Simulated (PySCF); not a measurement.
I3In, SMILES [I][In]([I])[I], B3LYP/def2-SVP optimised geometry.

```
4

In    -0.67     0.00     0.00
I      2.02     0.00     0.00
I     -2.01    -2.33     0.00
I     -2.02     2.33     0.00
```

Density from B3LYP/def2-TZVP, def2 effective core potentials past Kr run with PySCF at that geometry. The core electrons that the potentials of I, In replace are not part of the density.

Minimum of the electron density along straight lines between bonded atoms, close to the bond critical point (lines longer than 1.1 times the sum of covalent radii, or with two minima, are not listed):

| bond | length / Å | ρ at the minimum / e bohr⁻³ | ∇²ρ there / e bohr⁻⁵ | position (fraction from the first atom) |
|---|---|---|---|---|
| In1–I2 | 2.692 | 0.062 | 0.07 | 0.46 |
| In1–I3 | 2.692 | 0.062 | 0.07 | 0.46 |
| In1–I4 | 2.692 | 0.062 | 0.07 | 0.46 |
